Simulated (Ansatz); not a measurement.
System: PbCl, net charge 1, singlet state. SMILES: [Cl][Pb+]
Geometry: optimised at B3LYP-D3(BJ)/def2-TZVP (Ansatz, a program for electronic structure).

Quantity: vertical electron affinity (to the doublet state of charge +0; a negative value means that the extra electron is unbound and the number depends on the basis; each state is the SCF solution reached for its spin), in eV. Correlated levels leave the core frozen unless marked. Open shells are spin-unrestricted. No spin-orbit coupling. The frozen core is the preceding noble-gas configuration, with the filled d and f shells of earlier blocks. In def2 rows, elements after Kr have scalar-relativistic effective core potentials. CBS marks a two-point X^-3 extrapolation of the correlation energy; Hartree-Fock from the larger set.

| level | program | vertical electron affinity (eV) |
|---|---|---|
| SVWN5/def2-TZVPD | Ansatz | 6.85 |
| PBE/def2-TZVPD | Ansatz | 6.68 |
| r2SCAN/def2-TZVPD | Ansatz | 6.84 |
| B3LYP/def2-TZVPD | Ansatz | 6.82 |

Question: What does CCSD(T)/CBS(def2-TZVPPD,def2-QZVPPD) (Ansatz) give?

Answer: 6.73 eV
